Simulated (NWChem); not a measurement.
# SiNH3ClF; SMILES N[SiH](F)Cl

```xyz
7

Si    -0.0627    -0.4200     0.3724
N      1.4429    -1.0798    -0.0722
F     -1.3126    -0.9205    -0.5133
Cl     0.0452     1.6228     0.0945
H     -0.3652    -0.7476     1.7757
H      1.6883    -2.0280     0.1859
H      1.9353    -0.7698    -0.9008
```
Atoms are numbered in this order, from 1.

Program: NWChem. Geometry optimised at B3LYP/6-31G*; all other runs use it. Pople sets run with spherical d functions.

```
quantity                                                            level  value
----------------------------------------------------  -------------------  -----
vertical ionisation energy, ΔSCF (eV)                        PBE/def2-SVP  10.18
cavity-dispersion-structure term (kcal/mol) in water    B3LYP/6-31G*, SMD    3.1
vertical, lowest excitation, singlet (eV)             PBE0/def2-SVPD, TDA   7.26
isotropic polarisability (bohr³), static                   PBE0/def2-SVPD   46.9
dipole (D)                                                   B3LYP/6-31G*   2.85
highest harmonic frequency (cm⁻¹)                            B3LYP/6-31G*   3666
```
